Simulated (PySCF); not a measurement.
First SCF of a structure search on singlet Mo3, at a hand-made linear chain geometry. PySCF input:

```python
from pyscf import gto, scf, dft
mol = gto.M(atom='''
Mo     0.000000     0.000000     0.000000
Mo     0.000000     0.000000     2.622000
Mo     0.000000     0.000000    -2.622000''',
    basis={'Mo': 'def2-TZVP'},
    ecp={'Mo': 'def2-TZVP'},
    charge=0, spin=0)
mf = dft.RKS(mol, xc='PBE0')
mf.grids.atom_grid = (50, 194)
aux = {'Mo': 'def2-universal-JKFIT'}
mf = mf.density_fit(auxbasis=aux)
mf.conv_tol = 1e-08
mf.diis_space = 10
mf.max_cycle = 60
mf.init_guess = 'minao'
mf.verbose = 4
mf.kernel()
```

Excerpt of the output (cycles and frontier levels); a level shift of 0.3 Eh and then a second-order solver take over where DIIS stalls:

```
init E= -184.831235570025
cycle= 1 E= -201.593129689137  delta_E= -16.8  |g|= 2.99  |ddm|= 6.64
  HOMO = -0.068142358450198  LUMO = -0.0660100551702505  gap/eV = 0.05802
cycle= 2 E= -192.8426606694  delta_E= 8.75  |g|= 5.87  |ddm|= 6.25
  HOMO = -0.0856857221953486  LUMO = -0.0502614754677935  gap/eV = 0.96394
cycle= 3 E= -201.708111749272  delta_E= -8.87  |g|=  2.4  |ddm|= 5.11
  HOMO = -0.122906880997794  LUMO = -0.0976575245899634  gap/eV = 0.68707
cycle= 4 E= -198.706238533408  delta_E=    3  |g|= 4.31  |ddm|= 4.09
  HOMO = -0.19624277918401  LUMO = -0.182533932662374  gap/eV = 0.37304
cycle= 5 E= -202.227705559673  delta_E= -3.52  |g|= 2.81  |ddm|= 2.13
  HOMO = -0.182049760287213  LUMO = -0.164733048165022  gap/eV = 0.47121
cycle= 6 E= -201.415983228826  delta_E= 0.812  |g|= 3.29  |ddm|= 0.426
  HOMO = -0.178434001904809  LUMO = -0.173830169666346  gap/eV = 0.12528
cycle= 7 E= -202.025659677243  delta_E= -0.61  |g|= 2.95  |ddm|= 0.336
... 25 lines left out ...
cycle= 20 E= -204.085879607133  delta_E= -1.23e-06  |g|= 0.000401  |ddm|= 0.00833
  HOMO = -0.158770502754989  LUMO = -0.117564172654398  gap/eV = 1.12128
cycle= 21 E= -204.085879844647  delta_E= -2.38e-07  |g|= 0.000151  |ddm|= 0.00348
  HOMO = -0.158775309406098  LUMO = -0.117570288434174  gap/eV = 1.12125
cycle= 22 E= -204.085879882948  delta_E= -3.83e-08  |g|= 2.34e-05  |ddm|= 0.0016
  HOMO = -0.158772956450549  LUMO = -0.117569548825059  gap/eV = 1.12120
cycle= 23 E= -204.085879883874  delta_E= -9.26e-10  |g|= 1.11e-05  |ddm|= 0.000228
  HOMO = -0.158773019200482  LUMO = -0.117569950311815  gap/eV = 1.12119
Extra cycle  E= -204.085879882723  delta_E= 1.15e-09  |g|= 6.84e-05  |ddm|= 5.81e-05
converged SCF energy = -204.085879882723
```

This is not the lowest solution: all starts ended here, but a stability analysis within the same restricted form found one 20.8 kJ/mol lower, at -204.09379 Eh.

Stability towards spin polarisation was not tested.

The search for the lowest solution, 3 starts and the stability check together, took 110 s on 2 threads of a shared Arm Neoverse V1 host, with 120 basis functions. Launch command: `OMP_NUM_THREADS=2 python axn.py task.json out`.
